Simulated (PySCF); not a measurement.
# Field gradients at the hydrogen positions

C5H10NOP.
Cartesian coordinates in Å at the GFN2-xTB level; atoms count from 1:
```
atom  x, y, z in Å
C1    -2.0259    1.3268   -0.5651
C2    -1.9193   -0.1862   -0.4695
P3    -0.3727   -0.7805    0.3081
O4    -0.2814   -2.2370    0.4363
C5     1.0394   -0.0671   -0.6316
C6     2.3219   -0.6112    0.0002
C7     2.4510   -0.1052    1.3427
N8     2.5381    0.3268    2.3975
H9    -1.3130    1.7235   -1.2840
H10   -1.8283    1.7824    0.4031
H11   -3.0251    1.6168   -0.8831
H12   -2.7257   -0.6009    0.1435
H13   -1.9867   -0.6621   -1.4525
H14   -0.3304   -0.0966    1.5223
H15    1.0240    1.0223   -0.6148
H16    0.9547   -0.4143   -1.6660
H17    3.2078   -0.3275   -0.5758
H18    2.2631   -1.7037    0.0503
```

Level: PBE0/pcSseg-1 (PySCF, non-relativistic); Q(2H) = 0.00286 b; rigid geometry, the same for H and D, with no vibrational averaging.

Task: Rank these positions by the coupling χzz of a deuteron there, largest first.
A. H18 (methylene hydrogen)
B. H15 (methylene hydrogen)
C. H9 (methyl hydrogen)
D. H16 (methylene hydrogen)
E. H14 (P–H hydrogen)

Result: C (211 kHz), B (206 kHz), D (202 kHz), A (191 kHz), E (124 kHz).

Task: What are Vzz, η and χzz (234.96 MHz × Q × Vzz) at all hydrogens?

Result: 
| atom | bonded to | bond length (Å) | Vzz (au) | η | χzz (kHz) |
| --- | --- | --- | --- | --- | --- |
| H9 | C1 | 1.087 | 0.3141 | 0.03 | 211 |
| H10 | C1 | 1.088 | 0.3106 | 0.03 | 209 |
| H11 | C1 | 1.088 | 0.3135 | 0.02 | 211 |
| H12 | C2 | 1.095 | 0.2987 | 0.02 | 201 |
| H13 | C2 | 1.094 | 0.3009 | 0.02 | 202 |
| H14 | P3 | 1.394 | 0.1838 | 0.01 | 124 |
| H15 | C5 | 1.090 | 0.3071 | 0.03 | 206 |
| H16 | C5 | 1.094 | 0.2999 | 0.03 | 202 |
| H17 | C6 | 1.094 | 0.2966 | 0.04 | 199 |
| H18 | C6 | 1.095 | 0.2849 | 0.04 | 191 |

Task: Average by the element that carries the hydrogen.

Result: on C: 204 kHz over 9 positions, mean bond length 1.092 Å; on P: 124 kHz over 1 position, mean bond length 1.394 Å.

One conformer (not necessarily the lowest) at the GFN2-xTB geometry, without solvent, vibrations or thermal averaging. GFN2-xTB bond lengths can be off by several hundredths of an ångström, more for odd bonds, and the gradients follow them. The small basis limits the accuracy of the gradients.

The run behind these numbers computed NMR shieldings as well. Time: 29 s. Hardware: one thread of an Arm Neoverse V2 (shared host).
